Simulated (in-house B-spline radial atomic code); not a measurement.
**HSE06 excitations of Hg²⁺**

Method: HSE06. Computed with a B-spline radial code for spherical atoms: linear response of the closed shell [Xe] 4f14 5d10 with the functional's adiabatic kernel; scalar-relativistic (spin-free one-electron X2C), finite nucleus, no spin-orbit coupling, no double excitations, S, P, D and F terms only; shells from n = 3 respond. Only terms of natural parity with L up to 3 were computed.

Spin-orbit coupling is strong here, so these LS terms don't match observed levels.

Command:
```bash
python run_td.py task.json out
```
Settings (radii: box in bohr, nucleus in fm):
```
Z                        80
electrons                78
configuration            [Xe] 4f14 5d10
hamiltonian              x2c
method                   hse06
box_radius               29.48
rms_radius               5.4648
intervals                72
```

Cost of the run: 16 s on 1 thread of Arm Neoverse N1, with other jobs on the host.

The lowest states, in the order of their Tamm-Dancoff energies; the method's threshold (minus the highest occupied level) is 30.20 eV. Labels give the largest channel, * marks a mixed state, and oscillator strengths are full-response dipole values. Semilocal kernels can invert the small singlet-triplet splittings of Rydberg terms. Energies in eV:

```csv
state,full response,Tamm-Dancoff,oscillator strength
5d → 6s 3D,?,?,-
5d → 6s 1D,6.379,6.427,-
5d → 6p 3P,13.783,13.821,-
5d → 6p 3F,14.019,14.044,-
5d → 6p 1F,14.397,14.400,-
5d → 6p 1P,15.216,15.324,0.873
5d → 7s 3D,21.547,21.552,-
5d → 7s 1D,?,?,-
5d → 6d 3S,22.044,22.062,-
5d → 6d 3D,22.492,22.497,-
```

Task: Where does 5d → 6s 3D lie?

Result: At 5.381 eV in full response, 5.428 eV in Tamm-Dancoff.

Task: Where does 5d → 7s 1D lie?

Result: At 21.687 eV in full response, 21.693 eV in Tamm-Dancoff.

Task: How large is the singlet-triplet splitting of 5d → 6s (D terms) in Tamm-Dancoff?

Result: 0.999 eV, from the unrounded values.

Task: What polarisabilities and dispersion coefficient does the method give?

Result: Dipole 7.935 bohr³, quadrupole 43.02 bohr⁵, C6 52.17 hartree·bohr⁶ for two such species.
